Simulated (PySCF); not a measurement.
The isolated species trans-Ti(H2O)2Cl4 (`[OH2]->[Ti](<-[OH2])([Cl])([Cl])([Cl])[Cl]`) is ionised with synchrotron light (hν = 2100.0 eV). Calculated photoelectron kinetic energies of its computed core levels, recoil neglected:

```tsv
line	kinetic energy (eV)
1	1895.18
2	1893.52
3	1635.73
4	1630.01
5	1558.63
```

The calculation used delta-SCF UKS SCAN, pcX-2 on the ionised atom (unc-x2c-TZVPall on a metal), pcseg-1 elsewhere, spin-free X2C (PySCF).

Question: Which element, shell and site does each line come from? Bonds: Ti1–O2, Ti1–O5, Ti1–Cl8, Ti1–Cl9, Ti1–Cl10, Ti1–Cl11. Hydrogens: H3, H4 on O2; H6, H7 on O5.

Answer: Against the vacuum level, binding energy = hν − kinetic energy.

```csv
line,binding energy (eV),level,atoms,environment
1,204.82,Cl 2p3/2,Cl8/Cl10,chlorine bonded to Ti
2,206.48,Cl 2p1/2,Cl8/Cl10,chlorine bonded to Ti
3,464.27,Ti 2p3/2,Ti1,titanium bonded to 4 Cl and 2 O
4,469.99,Ti 2p1/2,Ti1,titanium bonded to 4 Cl and 2 O
5,541.37,O 1s,O2/O5,oxygen bonded to Ti and 2 H
```

Out of reach at this photon energy: Cl 1s (2827.4 eV).

Question: Where does line 5 move with hν = 1253.6 eV?

Answer: To 1253.6 − 541.37 = 712.23 eV; every photoline shifts by the change in photon energy, -846.4 eV.

Question: Which photon energy gives electrons from Cl 2p3/2 of Cl8/Cl10 a kinetic energy of 150 eV, and what is their de Broglie wavelength?

Answer: hν = 204.82 + 150 = 354.82 eV, recoil neglected; λ = 12.264 Å/√(E/eV) = 1.00 Å.

Other core shells, valence and Auger electrons aren't listed. The first atom of each set that the bonding makes equivalent was ionised and stands for the set. The list is incomplete; no value stands for Cl 1s of Cl9, Cl11 or Cl 2p of Cl9, Cl11. Spin contamination (⟨S²⟩ against 0.75 for a pure doublet) is marked for Ti 2p3/2 of Ti1 (0.94), which makes this value less certain. The 2p values add to the ΔSCF energy of one spin-free hole a correction within the shell (spin–orbit coupling, ligand field). 2p1/2 minus 2p3/2 (ligand field included): Ti 5.72 eV, Cl 1.65 eV. Satellites of the metal's 2p lines aren't described. Isolated species at its PBE0-D3(BJ)/def2-SVP geometry, gas phase. Metal 2p energies of this one-determinant scheme are less reliable than its 1s energies.

Time: 3.3 min wall; peak memory 0.72 GiB. Hardware: Intel Xeon at 2.50 GHz, one thread, no GPU, shared host.
